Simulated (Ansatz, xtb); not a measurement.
Species: CClFI, net charge 0, doublet state. It need not be the lowest isomer of its formula. SMILES: F[C](Cl)I
Coordinates optimised at B3LYP-D3(BJ)/def2-TZVP (Ansatz, a program for electronic structure):
```xyz
4

F     -1.3685     0.0275    -1.5923
C     -1.0777     0.0362    -0.2955
Cl    -1.9059    -1.1969     0.5770
I      0.9657     0.3751     0.1188
```
Charge 0, spin multiplicity 2.

Harmonic wavenumbers from GFN2-xTB (xtb, at its own minimum), cm⁻¹: 189, 279, 369, 497, 794, 1100.

Task: Give the harmonic wavenumbers at B3LYP-D3(BJ)/def2-TZVP (Ansatz, finite differences of forces, unscaled).

Result: 194, 279, 411, 476, 825, 1134 cm⁻¹. Zero-point energy 4.7 kcal/mol.

Task: From these and the geometry, give the ideal-gas thermochemistry at 298.15 K and 1 atm (rigid rotor, harmonic oscillator).

Result: Point group C1, rotational symmetry number 1. Rotational constants 6.703, 1.433, 1.189 GHz. S(trans) 41.68, S(rot) 27.73, S(vib) 5.61, S(elec, spin only) 1.38, S 76.4 cal/(mol K). H(298) - H(0) 3.41 kcal/mol; G - E(el) -14.6 kcal/mol.
